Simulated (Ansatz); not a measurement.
Reaction: H2BSO (SMILES OB[S], doublet) → H2BSO (SMILES O[B]S, doublet)
Each species at its own B3LYP-D3(BJ)/def2-TZVP minimum (Ansatz, a quantum-chemistry and plane-wave program), one conformer.

Total energies in hartree (Ansatz). Radicals and triplets start from unrestricted determinants; spin-orbit coupling is neglected. Correlated methods leave the cores frozen. No relativity.

| species | HF/cc-pV(T+d)Z | CCSD(T)/cc-pV(T+d)Z | HF/cc-pV(Q+d)Z | CCSD(T)/cc-pV(Q+d)Z | CCSD(T)/cc-pV(D+d)Z | CCSDT(Q)/cc-pV(D+d)Z |
|---|---|---|---|---|---|---|
| 1: H2BSO (SMILES OB[S], doublet) | -498.35541 | -498.88899 | -498.36646 | -498.93650 | -498.72856 | -498.73052 |
| 2: H2BSO (SMILES O[B]S, doublet) | -498.32400 | -498.86262 | -498.33548 | -498.91157 | -498.70023 | -498.70227 |

Task: Work out the isomerisation energy (electronic) in kJ/mol: take Hartree-Fock from cc-pV(Q+d)Z, extrapolate the CCSD(T) correlation energy as X^-3 (X = 3, 4), and add CCSDT(Q) - CCSD(T) in cc-pV(D+d)Z. 1 hartree = 2625.5 kJ/mol.

Result: 
Species 1: correlation (64·(-0.57004) - 27·(-0.53358))/37 = -0.59665; step -0.00196; E1 = -498.36646 + (-0.59665) + (-0.00196) = -498.96507
Species 2: correlation (64·(-0.57609) - 27·(-0.53862))/37 = -0.60343; step -0.00204; E2 = -498.33548 + (-0.60343) + (-0.00204) = -498.94095
-1·E1 +1·E2 = 0.02412 hartree = 63.3 kJ/mol.
